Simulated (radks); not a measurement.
All-electron atom: Ba+ in [Xe] 6s1. Method: non-relativistic Kohn-Sham, TPSS, spin-polarised, spherical densities, point nucleus; open shells are filled with parallel spins first (spin-orbit coupling, left out, can overturn this in heavy ions); meta-GGA in the generalised Kohn-Sham scheme; relativity is left out, which matters for an element this heavy; computed with a radial shooting solver on a logarithmic mesh with Libxc functionals.

Local quantities along the radius. ELF = 1/(1 + alpha^2) is the electron localisation function; alpha = (tau - tau_W)/tau_unif compares the Pauli kinetic energy density with that of the uniform gas (summed over spins).

```
   r/bohr * ELF (the largest magnitude, 1, reaches the edge; | marks zero)
  0.00104 |                                                      *
 0.001211 |                                                      *
 0.001421 |                                                      *
 0.001654 |                                                      *
 0.001925 |                                                      *
 0.002242 |                                                      *
  0.00261 |                                                      *
 0.003062 |                                                      *
 0.003565 |                                                      *
  0.00415 |                                                      *
 0.004832 |                                                      *
 0.005625 |                                                      *
 0.006548 |                                                      *
 0.007684 |                                                      *
 0.008946 |                                                      *
  0.01041 |                                                      *
  0.01212 |                                                     *
  0.01411 |                                                     *
  0.01656 |                                                    *
  0.01928 |                                                 *
  0.02245 |                                            *
  0.02613 |                                    *
  0.03042 |                          *
   0.0357 |                  *
  0.04156 |                 *
  0.04838 |                    *
  0.05633 |                           *
  0.06557 |                                   *
  0.07695 |                                       *
  0.08958 |                                       *
   0.1043 |                                  *
   0.1214 |                         *
   0.1413 |                  *
   0.1645 |                   *
   0.1931 |                            *
   0.2248 |                                     *
   0.2617 |                                         *
   0.3047 |                                      *
   0.3547 |                         *
   0.4162 |          *
   0.4845 |             *
   0.5641 |                              *
   0.6567 |                                         *
   0.7645 |                                         *
   0.8971 |                                 *
    1.044 |                   *
    1.216 |            *
    1.415 |                    *
    1.648 |                                    *
    1.934 |                                           *
    2.251 |                                         *
    2.621 |                            *
    3.051 |           *
    3.552 |        *
    4.135 |                      *
    4.852 |                                               *
    5.649 |                                                     *
    6.576 |                                                      *
    7.656 |                                                      *
    8.912 |                                                      *
    10.46 |                                                      *
    12.18 |                                                      *
```

On this mesh the ELF has minima near r = 0.042, 0.14, 0.42, 1.2, 3.6 bohr, which separate the shells, and maxima near 0.077 (0.73), 0.26 (0.76), 0.76 (0.76), 1.9 (0.81).

Self-consistent cycle (total energy in hartree, residual of the potential): 1: -7885.566072, 4e+00; 2: -7885.655661, 3e+00; 3: -7885.720866, 5e-02; 4: -7885.721953, 9e-03; 5: -7885.721986, 2e-03; 6: -7885.721990, 9e-04; 7: -7885.721991, 1e-04; 8: -7885.721991, 9e-05; 9: -7885.721991, 2e-05; 10: -7885.721991, 1e-06.
